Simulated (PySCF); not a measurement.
```xyz
4

F     -1.0397    -0.6809    -0.0710
C     -0.0055     0.0779     0.2433
F      1.1338    -0.5082    -0.0775
H     -0.0886     1.1113    -0.0949
```

Charge 0, multiplicity 2.

Question: Give the Mulliken and meta-Löwdin atomic charges from ωB97X-D3(BJ)/def2-TZVP // PBE0-D3(BJ)/def2-TZVP in PySCF.

Answer: 
| atom | Mulliken (e) | meta-Löwdin (e) |
|---|---|---|
| F1 | -0.16 | -0.24 |
| C2 | 0.19 | 0.35 |
| F3 | -0.16 | -0.24 |
| H4 | 0.12 | 0.12 |
